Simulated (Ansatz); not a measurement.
Ansatz (a program for electronic structure) input (CCSD(T)/aug-cc-pVDZ):

Ansatz 0.2 input:
```yaml
crystal:
  periodic: [false, false, false]
  atoms:
    - {symbol: C, position_ang: [-1.61285901, 0.83703928, 0.45638298]}
    - {symbol: O, position_ang: [-0.85301094, -0.36059163, 0.28809469]}
    - {symbol: B, position_ang: [0.43433490, -0.30838912, -0.11807530]}
    - {symbol: O, position_ang: [1.14566325, -1.47371516, -0.27304858]}
    - {symbol: O, position_ang: [1.07816873, 0.87513053, -0.38853069]}
    - {symbol: H, position_ang: [-1.15940129, 1.48397756, 1.20900781]}
    - {symbol: H, position_ang: [-1.68949748, 1.38551876, -0.48377337]}
    - {symbol: H, position_ang: [-2.60634414, 0.53934519, 0.78480894]}
    - {symbol: H, position_ang: [1.99415419, 0.78427850, -0.67008817]}
basis:
  gaussian:
    orbitals: aug-cc-pVDZ
magnetization: {spin_polarized: true, initial_magnetization: 1}
correlation: {method: ccsd_t, electrons: outside_noble_gas}
output: {forces: true}
```

End of the output:

```
cycle   6  -21.92853377 eV  change    1.0e-7 eV  update   1.7e-7
perturbative correction -0.64897941 eV, -0.0238495535 hartree
the calculation of the forces begins
0.36 GiB of device memory are held for the factors and their scratch space
Total energy: -7903.38723244 eV, -290.4441236839 hartree
Atom 0 at    -1.612859     0.837039     0.456383 Å, force     0.085277     0.079800    -0.031346 eV/Å
Atom 1 at    -0.853011    -0.360592     0.288095 Å, force    -0.466778    -0.596843     0.180887 eV/Å
Atom 2 at     0.434335    -0.308389    -0.118075 Å, force     0.065058     0.317059    -0.038814 eV/Å
Atom 3 at     1.145663    -1.473715    -0.273049 Å, force     0.379680    -0.794119    -0.072708 eV/Å
Atom 4 at     1.078169     0.875131    -0.388531 Å, force     0.028652     0.716912    -0.050671 eV/Å
Atom 5 at    -1.159401     1.483978     1.209008 Å, force     0.207739     0.272029     0.326304 eV/Å
Atom 6 at    -1.689497     1.385519    -0.483773 Å, force    -0.023791     0.229025    -0.413051 eV/Å
Atom 7 at    -2.606344     0.539345     0.784809 Å, force    -0.415711    -0.133342     0.137936 eV/Å
Atom 8 at     1.994154     0.784278    -0.670088 Å, force     0.139874    -0.090521    -0.038537 eV/Å
Dipole moment:     0.015937     0.385862    -0.027434 e Å
```

It need not be the lowest isomer of its formula.
